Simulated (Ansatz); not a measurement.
Consider the formal exchange of groups at the Si–Ge bond: `O[SiH2][GeH2][OH]` + `F/C=C/Cl` → `O[SiH2]/C=C/Cl` + `[OH][GeH2][F]`.

Computed with Ansatz on PBE0-D4/def2-TZVP structures; ΔE is electronic, products minus reactants. CCSD(T)/CBS adds triple-zeta CCSD(T) − MP2 to the extrapolated MP2 energy (def2 sets, frozen cores). Double bonds are as drawn, so ΔE can hold a change between cis and trans. DFT in def2-TZVPP. B3LYP here is the variant with VWN-RPA as its local correlation; programs differ in this. For Ge outer-core shells are correlated without core-valence functions, which leaves a few kJ/mol of doubt a bond. Scalar relativity is left out up to krypton. One conformer a species, not always the lowest.

`O[SiH2][GeH2][OH]`:

Z-matrix (Å, degrees):
```
Si
Ge 1 2.391
O 1 1.653 2 111.1
H 1 1.490 2 108.2 3 -123.0
H 1 1.482 2 110.4 3 117.0
O 2 1.793 1 104.5 3 167.8
H 2 1.546 1 114.4 3 -73.1
H 2 1.550 1 112.7 3 49.6
H 3 0.958 1 117.7 2 -66.3
H 6 0.959 2 112.6 1 174.0
```

`F/C=C/Cl`:

Cartesian coordinates in Å:
```
F -1.001 0.513 -1.426
C -0.645 0.147 -0.194
C 0.617 -0.117 0.092
Cl 1.094 -0.588 1.668
H -1.472 0.097 0.503
H 1.407 -0.052 -0.643
```

`O[SiH2]/C=C/Cl`:

Cartesian coordinates in Å:
```
O 0.506 0.424 1.822
Si 0.681 0.982 0.281
C -0.149 -0.153 -0.930
C -0.663 -1.309 -0.535
Cl -1.454 -2.427 -1.583
H -0.308 0.636 2.281
H 0.097 2.345 0.135
H 2.139 1.043 0.020
H -0.220 0.119 -1.981
H -0.629 -1.661 0.490
```

`[OH][GeH2][F]`:

Z-matrix (Å, degrees):
```
Ge
F 1 1.738
O 1 1.761 2 107.6
H 1 1.526 2 107.8 3 114.3
H 1 1.534 2 105.1 3 -119.6
H 3 0.960 1 113.6 2 -67.0
```

CCSD(T)/CBS gives -1.82 eV.

(1) Another level gave -1.55 eV. Which?
A. PBE0/def2-TZVPP
B. PBE/def2-TZVPP
C. B3LYP-D4/def2-TZVPP
D. MP2/def2-TZVPP

Largest T1 diagnostic among the species: 0.012.

Answers

(1) B. PBE -1.55, MP2/def2-TZVPP -1.98, PBE0 -1.62, B3LYP-D4 -1.71 eV.

From PBE to PBE0 (25 % exact exchange), in def2-TZVPP and without D4, ΔE moves by −0.08 eV.
